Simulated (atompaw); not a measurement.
# Reading a pseudo-wave (Ti)

Columns: radius, all-electron u(r) and pseudo u(r) of the 4s shell (level -5.37 eV) of titanium in the configuration [Ar] 3d2 4s1 4p1; LDA (PW92), scalar-relativistic, PAW (atompaw) scheme, atompaw 4.2.0.5.

```json
{"r (bohr)": "0.115", "all-electron": "0.0539", "pseudo": "0.0358"}
{"r (bohr)": "0.231", "all-electron": "0.1639", "pseudo": "0.0719"}
{"r (bohr)": "0.346", "all-electron": "0.0605", "pseudo": "0.1075"}
{"r (bohr)": "0.462", "all-electron": "-0.0960", "pseudo": "0.1431"}
{"r (bohr)": "0.577", "all-electron": "-0.2136", "pseudo": "0.1781"}
{"r (bohr)": "0.692", "all-electron": "-0.2694", "pseudo": "0.2126"}
{"r (bohr)": "0.808", "all-electron": "-0.2682", "pseudo": "0.2468"}
{"r (bohr)": "0.923", "all-electron": "-0.2247", "pseudo": "0.2800"}
{"r (bohr)": "1.038", "all-electron": "-0.1545", "pseudo": "0.3123"}
{"r (bohr)": "1.154", "all-electron": "-0.0691", "pseudo": "0.3440"}
{"r (bohr)": "1.269", "all-electron": "0.0207", "pseudo": "0.3743"}
{"r (bohr)": "1.385", "all-electron": "0.1103", "pseudo": "0.4037"}
{"r (bohr)": "1.500", "all-electron": "0.1941", "pseudo": "0.4313"}
{"r (bohr)": "1.615", "all-electron": "0.2706", "pseudo": "0.4573"}
{"r (bohr)": "1.731", "all-electron": "0.3392", "pseudo": "0.4819"}
{"r (bohr)": "1.846", "all-electron": "0.3982", "pseudo": "0.5043"}
{"r (bohr)": "1.962", "all-electron": "0.4487", "pseudo": "0.5248"}
{"r (bohr)": "2.077", "all-electron": "0.4904", "pseudo": "0.5429"}
{"r (bohr)": "2.192", "all-electron": "0.5241", "pseudo": "0.5587"}
{"r (bohr)": "2.308", "all-electron": "0.5507", "pseudo": "0.5721"}
{"r (bohr)": "2.423", "all-electron": "0.5706", "pseudo": "0.5828"}
{"r (bohr)": "2.538", "all-electron": "0.5846", "pseudo": "0.5908"}
{"r (bohr)": "2.654", "all-electron": "0.5934", "pseudo": "0.5961"}
{"r (bohr)": "2.769", "all-electron": "0.5976", "pseudo": "0.5984"}
{"r (bohr)": "2.885", "all-electron": "0.5977", "pseudo": "0.5978"}
{"r (bohr)": "3.000", "all-electron": "0.5944", "pseudo": "0.5944"}
```

Q: How many radial nodes do the two functions have?

A: The all-electron 4s function has n − l − 1 = 3 (the table is too coarse to show those close to the nucleus); the pseudo-wave has 0, since the states of the same l below it are removed with the core.

Q: Is the pseudo-wave norm-conserving?

A: No, it belongs to a PAW set: the norm inside the radius is not constrained, and the difference is carried by the augmentation charge.
